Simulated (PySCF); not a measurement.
**Excitation energy of N by level of theory**

N [He] 2s2 2p3 (4S) → N [He] 2s2 2p2 3d1 (high-spin determinant), as a difference of total energies. Calculation: PySCF 2.14, in aug-cc-pVTZ with one added diffuse shell each of s, p, d, f type (6s5p4d3f, 62 functions); no relativity, point nucleus. The calculations carry no spin-orbit coupling.

```tsv
method	excitation energy (eV)
LDA	13.862
PBE	13.395
PBE0	13.507
r2SCAN	13.725
BP86	13.332
r2SCANh	13.739
```

A first-order spin-orbit estimate (lowest level to lowest level, LS coupling) adds -0.008 eV.

The promoted electron is Rydberg-like, and one or two diffuse shells describe it only roughly, which tends to raise the upper state.

In the upper state the promoted electron has a positive orbital energy at LDA, PBE, r2SCAN, r2SCANh, so the basis confines it.

The determinant of the upper state mixes LS terms, which raises its energy above the lowest term, most at the Hartree-Fock and MP2 levels.
